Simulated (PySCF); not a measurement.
Species: BH4O2P.
Bonds: O1–B2, B2–O3, B2–P4. Hydrogens: H5 on O1; H6 on O3; H7, H8 on P4.

Torsions of this conformer, `[OH:1][B:2]([OH:3])[PH2:4]`: H–O1–B2–O3 -1°, H–O3–B2–O1 180°, H–P4–B2–O1 46°, H–P4–B2–O1 141°.

The closed-shell ground state was solved at several levels (PySCF, density fitting, gas phase, non-relativistic). Isolated species at its PBE0-D3(BJ)/def2-SVP geometry (one conformer only).

```
           level  basis functions  HOMO (eV)  LUMO (eV)  gap (eV)  dipole (D)
wB97X-D/pcSseg-2              207      -9.28       1.72     11.00        1.82
   PBE0/pcSseg-1               95      -7.39       0.39      7.78        1.99
```

Question: Estimate the row for wB97X-D/def2-SVPD, a basis of 122 functions; the other rows only guide the guess.

Answer: HOMO -9.28 eV, LUMO 1.30 eV, gap 10.58 eV, dipole 1.75 D.

Question: Over all these levels, which gives the widest orbital gap and which the narrowest?

Answer: wB97X-D/pcSseg-2 (range-separated hybrid) has the widest, 11.00 eV, and PBE0/pcSseg-1 (global hybrid, 25 % exact exchange) the narrowest, 7.78 eV. Functional and basis both differ between the two, so the spread mixes both effects.

Question: How far do the dipole and the HOMO energy spread over the levels?

Answer: The dipole runs from 1.75 to 1.99 D (mean 1.85 D) and the HOMO from -9.28 to -7.39 eV.
